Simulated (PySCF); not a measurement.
C$_{3}$H$_{2}$N (SMILES C=[C-]C#N), charge -1, singlet, geometry from GFN2-xTB; LC-WPBE/6-31G*, TDA triplets (PySCF).

The PySCF input:
```python
from pyscf import gto, scf, dft, tdscf

mol = gto.M(
    atom='''
C    -0.120595   -1.695859    0.008662
C     0.478959   -0.514868    0.006682
C    -0.036520    0.737111   -0.004464
H    -1.215760   -1.893473    0.001174
H     0.461673   -2.623511    0.018494
N    -0.168140    1.908383   -0.012135
''',
    basis='6-31g*',
    charge=-1,
    spin=0,
    verbose=4,
)

mf = dft.RKS(mol)
mf.xc = 'lc_wpbe'
mf.kernel()
td = mf.TDA()
td.nstates = 5
td.singlet = False
td.kernel()
td.analyze()
```

The log (banner, timings and long lists left out):

```
PySCF version 2.14.0

[INPUT] verbose = 4
[INPUT] num. atoms = 6
[INPUT] num. electrons = 28
[INPUT] charge = -1
[INPUT] spin (= nelec alpha-beta = 2S) = 0
[INPUT] symmetry False subgroup None
[INPUT] Mole.unit = angstrom
[INPUT] Symbol           X                Y                Z      unit          X                Y                Z       unit  Magmom
[INPUT]  1 C     -0.120595000000  -1.695859000000   0.008662000000 AA   -0.227891521992  -3.204709055879   0.016368807691 Bohr   0.0
[INPUT]  2 C      0.478959000000  -0.514868000000   0.006682000000 AA    0.905101334896  -0.972959510303   0.012627149964 Bohr   0.0
[INPUT]  3 C     -0.036520000000   0.737111000000  -0.004464000000 AA   -0.069012798069   1.392937913404  -0.008435737420 Bohr   0.0
[INPUT]  4 H     -1.215760000000  -1.893473000000   0.001174000000 AA   -2.297453433201  -3.578145394259   0.002218538470 Bohr   0.0
[INPUT]  5 H      0.461673000000  -2.623511000000   0.018494000000 AA    0.872435529106  -4.957717274784   0.034948594948 Bohr   0.0
[INPUT]  6 N     -0.168140000000   1.908383000000  -0.012135000000 AA   -0.317738550584   3.606321210776  -0.022931826522 Bohr   0.0

nuclear repulsion = 82.9466777955877
number of shells = 28
number of NR pGTOs = 116
number of NR cGTOs = 60
basis = 6-31g*
ecp = {}

******** <class 'pyscf.dft.rks.RKS'> ********
method = RKS
initial guess = minao
damping factor = 0
level_shift factor = 0
DIIS = <class 'pyscf.scf.diis.CDIIS'>
diis_start_cycle = 1
diis_space = 8
diis_damp = 0
SCF conv_tol = 1e-09
SCF conv_tol_grad = None
SCF max_cycles = 50
direct_scf = True
direct_scf_tol = 1e-13
XC library pyscf.dft.libxc version 7.1.2
    S. Lehtola, C. Steigemann, M. J. T. Oliveira, and M. A. L. Marques,  SoftwareX 7, 1–5 (2018)
XC functionals = lc_wpbe
    O. A. Vydrov and G. E. Scuseria,  J. Chem. Phys. 125, 234109 (2006)
radial grids:
    Treutler-Ahlrichs [JCP 102, 346 (1995); DOI:10.1063/1.469408] (M4) radial grids

becke partition: Becke, JCP 88, 2547 (1988); DOI:10.1063/1.454033
pruning grids: <function nwchem_prune>
grids dens level: 3
symmetrized grids: False
atomic radii adjust function: <function treutler_atomic_radii_adjust>
small_rho_cutoff = 0
Set gradient conv threshold to 3.16228e-05
Initial guess from minao.
tot grids = 75872
init E= -170.497723578237
  HOMO = -0.21838133643901  LUMO = -0.0697543119242736  gap/eV = 4.04435
cycle= 1 E= -169.977325283565  delta_E= 0.52  |g|= 0.515  |ddm|= 2.73
  HOMO = 0.00937936555143226  LUMO = 0.311609616852954  gap/eV = 8.22410
cycle= 2 E= -169.981432557974  delta_E= -0.00411  |g|= 0.588  |ddm|= 1.23
  HOMO = -0.0384760875238275  LUMO = 0.293487049088339  gap/eV = 9.03318
cycle= 3 E= -170.053605621234  delta_E= -0.0722  |g|= 0.0886  |ddm|= 0.56
  HOMO = -0.0659202440593356  LUMO = 0.277618184945224  gap/eV = 9.34816
cycle= 4 E= -170.055587825036  delta_E= -0.00198  |g|= 0.0383  |ddm|= 0.14
  HOMO = -0.063203508412824  LUMO = 0.279478135215552  gap/eV = 9.32484
cycle= 5 E= -170.056020085617  delta_E= -0.000432  |g|= 0.0122  |ddm|= 0.062
  HOMO = -0.0635319787657056  LUMO = 0.280901451847654  gap/eV = 9.37251
cycle= 6 E= -170.056070547037  delta_E= -5.05e-05  |g|= 0.00262  |ddm|= 0.0267
  HOMO = -0.0638119073111274  LUMO = 0.280681806213529  gap/eV = 9.37415
cycle= 7 E= -170.056076264362  delta_E= -5.72e-06  |g|= 0.00152  |ddm|= 0.0104
  HOMO = -0.0639567887466068  LUMO = 0.280631723345173  gap/eV = 9.37673
cycle= 8 E= -170.056077392594  delta_E= -1.13e-06  |g|= 0.000477  |ddm|= 0.00451
  HOMO = -0.0639979331349614  LUMO = 0.280678361171893  gap/eV = 9.37912
cycle= 9 E= -170.056077576669  delta_E= -1.84e-07  |g|= 0.000128  |ddm|= 0.00151
  HOMO = -0.0640130861136337  LUMO = 0.280679675578429  gap/eV = 9.37957
cycle= 10 E= -170.056077598909  delta_E= -2.22e-08  |g|= 3.58e-05  |ddm|= 0.000571
  HOMO = -0.0640196137443865  LUMO = 0.280677389500428  gap/eV = 9.37968
cycle= 11 E= -170.056077600848  delta_E= -1.94e-09  |g|= 8.39e-06  |ddm|= 0.000209
  HOMO = -0.0640176736111426  LUMO = 0.280678675878059  gap/eV = 9.37967
cycle= 12 E= -170.056077600887  delta_E= -3.87e-11  |g|= 4.95e-06  |ddm|= 3.17e-05
  HOMO = -0.0640184895304428  LUMO = 0.280678265739077  gap/eV = 9.37968
Extra cycle  E= -170.056077600889  delta_E= -2.25e-12  |g|= 5.63e-06  |ddm|= 1.04e-05
converged SCF energy = -170.056077600889

******** <class 'pyscf.tdscf.rks.TDA'> for <class 'pyscf.dft.rks.RKS'> ********
nstates = 5 triplet
deg_eia_thresh = 1.000e-03
wfnsym = None
conv_tol = 1e-05
eigh lindep = 1e-12
eigh level_shift = 0
eigh max_cycle = 100

Excitation energies (eV)
[2.07971327 3.60340474 4.67743884 6.12319477 6.2450291 ]

** Triplet excitation energies and oscillator strengths **
Excited State   1:      2.07971 eV    596.16 nm  f=0.0000
      14 -> 15       -0.70038
Excited State   2:      3.60340 eV    344.08 nm  f=0.0000
      10 -> 19       -0.12127
      13 -> 15       -0.68839
Excited State   3:      4.67744 eV    265.07 nm  f=0.0000
      14 -> 16        0.65791
      14 -> 17       -0.18343
      14 -> 18       -0.13833
Excited State   4:      6.12319 eV    202.48 nm  f=0.0000
      11 -> 15       -0.14878
      12 -> 15       -0.54824
      12 -> 19        0.12077
      13 -> 16        0.12835
      14 -> 19       -0.36205
Excited State   5:      6.24503 eV    198.53 nm  f=0.0000
      10 -> 15        0.62661
      10 -> 19       -0.13796
      13 -> 19        0.27414

** Transition electric dipole moments (AU) **
state          X           Y           Z        Dip. S.      Osc.
  1         0.0000      0.0000      0.0000      0.0000      0.0000
  2         0.0000      0.0000      0.0000      0.0000      0.0000
  3         0.0000      0.0000      0.0000      0.0000      0.0000
  4         0.0000      0.0000      0.0000      0.0000      0.0000
  5         0.0000      0.0000      0.0000      0.0000      0.0000

** Transition velocity dipole moments (imaginary part, AU) **
state          X           Y           Z        Dip. S.      Osc.
  1        -0.0000     -0.0000     -0.0000      0.0000      0.0000
  2        -0.0000     -0.0000     -0.0000      0.0000      0.0000
  3        -0.0000     -0.0000     -0.0000      0.0000      0.0000
  4        -0.0000     -0.0000     -0.0000      0.0000      0.0000
  5        -0.0000     -0.0000     -0.0000      0.0000      0.0000

** Transition magnetic dipole moments (imaginary part, AU) **
state          X           Y           Z
  1        -0.0000     -0.0000     -0.0000
  2        -0.0000     -0.0000     -0.0000
  3        -0.0000     -0.0000     -0.0000
  4        -0.0000     -0.0000     -0.0000
  5        -0.0000     -0.0000     -0.0000
```
